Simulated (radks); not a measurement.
The selenium anion Se2-, [Kr], held by a Watson sphere: a shell of charge +2 at radius R that stands for the Madelung well of a crystal (potential energy -2/R inside, -2/r outside, in hartree with lengths in bohr). Calculated with a radial shooting solver on a logarithmic mesh with Libxc functionals: scalar-relativistic Kohn-Sham, LB94 model potential, spin-polarised, spherical densities, finite nucleus; Fermi nuclear charge, rms radius of each element as measured or else 0.836 A^(1/3) + 0.57 fm. Response by self-consistent Sternheimer equations with the Hartree and adiabatic LDA kernel, the relativistic mass of each level held fixed and spin-orbit coupling left out. The sphere does not respond.

R (bohr)  e(3d) (eV)  e(4s) (eV)  e(4p) (eV)  <r> 4p (bohr)  sum of <r^2> (bohr^2)  X-ray form factor at sin(theta)/lambda = 0.3 1/angstrom  alpha (bohr^3)
2.31         -61.093     -22.629     -11.975          2.296                  52.95                                                   23.245           31.01
2.47         -60.757     -22.110     -11.583          2.336                  54.43                                                   23.246           33.77
2.72         -60.284     -21.359     -10.971          2.395                  56.69                                                   23.256           38.57
2.91         -59.944     -20.834     -10.514          2.437                  58.32                                                   23.266           42.59
3.07         -59.664     -20.420     -10.138          2.470                  59.65                                                   23.275           46.24
3.81         -58.425     -18.786      -8.551          2.598                  65.18                                                   23.307           65.93
4.38         -57.551     -17.771      -7.512          2.673                  68.82                                                   23.317           84.15
4.92         -56.804     -16.954      -6.663          2.730                  71.84                                                   23.320           103.8
